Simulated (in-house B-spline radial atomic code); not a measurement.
Tc+ is squeezed into an impenetrable sphere of radius R (the orbitals vanish at R). No spin polarisation. Caution: exact exchange at fractional occupations of open shells leaves self-interaction of up to several eV. Computed with an all-electron radial atomic-structure program (B-spline basis): non-relativistic B3LYP, spherical fractional occupations, point nucleus.

Energies in eV above the free ion in [Kr] 4d5 5s1:

```csv
R (bohr),highest level (eV),[Kr] 4d5 5s1,[Kr] 4d5 5p1,[Ar] 3d10 4s2 4p5 4d5 5s1 5f1,-dE/dV in [Kr] 4d5 5s1 (GPa)
7.11,-10.9,0.1104,4.708,71.31,0.262
6.5,-10.7,0.2568,5.06,74.27,0.719
4.76,-8.04,2.805,9.134,90.84,14.9
4.11,-4.49,7.099,14.79,105.2,52.9
3.89,-2.44,9.832,18.18,112.6,83.6
3.03,15.8,38.9,51.48,171.3,633
2.63,37.5,80.81,96.63,238.7,1950
2.31,70.3,154.7,173.8,343.6,5350
1.97,137,332.9,356,572.6,17700
1.31,566,1967,1992,2417,300000
```

(1) Does [Kr] 4d5 5p1 fall below [Kr] 4d5 5s1 under compression?

(2) Does [Ar] 3d10 4s2 4p5 4d5 5s1 5f1 fall below [Kr] 4d5 5s1 under compression?

The highest level is first positive in the row R = 3.03 bohr, pushed up by confinement above the zero of the free ion's potential. Each configuration is held fixed and needn't be the lowest in the sphere.

Answers

(1) No, it stays above over the whole range.

(2) No, it stays above over the whole range.
